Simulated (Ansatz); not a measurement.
The cluster Be₄O₄. Charge 0, multiplicity 3. Geometry PBE-D4/def2-SVP, that of the neutral singlet; atoms count from 1.

```xyz
8

Be   -1.5046   -0.6933    0.4127
Be   -0.5670    0.2876   -1.5844
Be    0.5670   -0.2876    1.5844
Be    1.5046    0.6933   -0.4127
O    -1.7344   -0.3398   -0.9811
O     1.7345    0.3395    0.9810
O    -0.7850   -0.8211    1.6721
O     0.7849    0.8214   -1.6721
```

At PBE0-D4/def2-TZVP a singlet of charge 0 lies 5.85 eV below the triplet at the same geometry. The structure comes from a short search, and lower isomers may exist.

Estimate the Mulliken populations from the PBE0/def2-TZVP orbitals of Ansatz.


| atom | charge (e) | spin (α − β) |
| --- | --- | --- |
| Be1 | 0.06 | 0.21 |
| Be2 | 0.06 | 0.21 |
| Be3 | 0.06 | 0.21 |
| Be4 | 0.06 | 0.21 |
| O5 | -0.06 | 0.29 |
| O6 | -0.06 | 0.29 |
| O7 | -0.06 | 0.29 |
| O8 | -0.06 | 0.29 |
Mulliken values and Mayer orders depend strongly on the basis.

Where does the spin sit?

Summed by element: Be 0.85, O 1.15, of 2 unpaired in all. Largest on single atoms: O7 0.29, O8 0.29, O6 0.29.

And the Mayer bond orders between bonded heavy atoms (over 0.3)?

Be1–O5 1.16 (1.46 Å); Be1–O7 1.16 (1.46 Å); Be2–O5 1.16 (1.46 Å); Be2–O8 1.16 (1.46 Å); Be3–O6 1.16 (1.46 Å); Be3–O7 1.16 (1.46 Å); Be4–O6 1.16 (1.46 Å); Be4–O8 1.16 (1.46 Å).
